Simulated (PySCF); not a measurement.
## A small calculation by hand: dipole moment from atomic charges

H4MgOSi, SMILES [MgH][O][SiH3]. Atoms are numbered in the order given.

```xyz
7

Mg     0.0000     0.0000     1.9041
H      0.0000     0.0000     3.5861
O      0.0000     0.0000     0.1065
Si     0.0000     0.0000    -1.5095
H     -1.2003    -0.6930    -2.0514
H      1.2003    -0.6930    -2.0514
H      0.0000     1.3860    -2.0514
```
Charge 0, spin multiplicity 1.

Geometry optimised at B3LYP-D3(BJ)/def2-TZVP.

Charges (e) from M06-2X/def2-TZVPD (PySCF):

```tsv
atom	IAO	ESP fit
Mg1	1.404	0.885
H2	-0.524	-0.395
O3	-1.254	-0.486
Si4	0.934	0.206
H5	-0.187	-0.070
H6	-0.187	-0.070
H7	-0.187	-0.070
```

The dipole moment of the full density is 1.43 D.

Question: What dipole moment does each set of point charges give, and which comes closer to that of the density?

Answer: 
μ = Σ q r, and 1 e Å = 4.8032 D.
IAO: Σ q r = (0.000, 0.000, 0.402) e Å, |μ| = 1.93 D.
ESP fit: Σ q r = (0.000, 0.000, 0.337) e Å, |μ| = 1.62 D.
ESP fit comes closer in size. Point charges leave out the atoms' own dipoles (lone pairs, polarised bonds); fits to the potential absorb them, partitions of the density don't.
